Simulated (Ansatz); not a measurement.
`CCC(=N)[SiH3]` + H₂ → `CC(=N)[SiH3]` + CH₄ at 700 K and 1 bar (hydrogenolysis of a C–C bond).

Isolated molecules relaxed with PBE0-D4/def2-TZVP in Ansatz; ΔE leaves out vibrations. CCSD(T)/CBS is the MP2 limit (def2-TZVPP, def2-QZVPP) plus CCSD(T) − MP2 in def2-TZVPP, frozen cores. This one scheme is used for every species. Each species was taken in one conformer, which may not be the lowest.

```tsv
species	CCSD(T)/CBS energy (Eh)	H − E (kJ/mol)	S (J/(mol·K))
`CCC(=N)[SiH3]`	-463.32794	383.8	487.7
H₂	-1.17544	46.8	155.3
`CC(=N)[SiH3]`	-424.06845	292.3	430.1
CH₄	-40.46206	145.9	224.0
```

H − E and S are ideal-gas, rigid-rotor, harmonic terms from PBE0-D4/def2-TZVP, for one conformer and one mirror image of each species. For small species the MP2-based limit differs from directly extrapolated CCSD(T) by up to some mEh (0.8 for H₂); such offsets cancel only in part. 1 Eh = 2625.50 kJ/mol, R = 8.31446 J/(mol·K).

By hand: ΔE, ΔH, ΔS and ΔG.

ΔE = (-424.06845) + (-40.46206) − (-463.32794) − (-1.17544) = -0.02713 Eh = -71.2 kJ/mol. Δ(H − E) = 292.3 + 145.9 − 383.8 − 46.8 = 7.6, so ΔH = -63.6 kJ/mol. ΔS = 430.1 + 224.0 − 487.7 − 155.3 = 11.1 J/(mol·K). ΔG = -63.6 − 700 × (11.1)/1000 = -71.4 kJ/mol.

By hand: the equilibrium constant, and the temperature at which ΔG would vanish if ΔH and ΔS stayed fixed.

log₁₀ K = −ΔG/(RT ln 10) = 5.3. ΔH and −TΔS have one sign here, so there is no such temperature.

The number of gas molecules stays the same, so ΔS is small and ΔH decides. A doubt of 5 kJ/mol in ΔE shifts log₁₀ K by 0.4 here. Other conformers and mirror images would add mixing entropy, several J/(mol·K) or more a flexible species. These are equilibria of isolated gas molecules and say nothing of rates. Largest T1 diagnostic: 0.012 (customary marks: 0.02 for closed shells, 0.045 for open ones).

ΔS is within the doubt of such terms, so its sign, and with it that verdict, could turn.
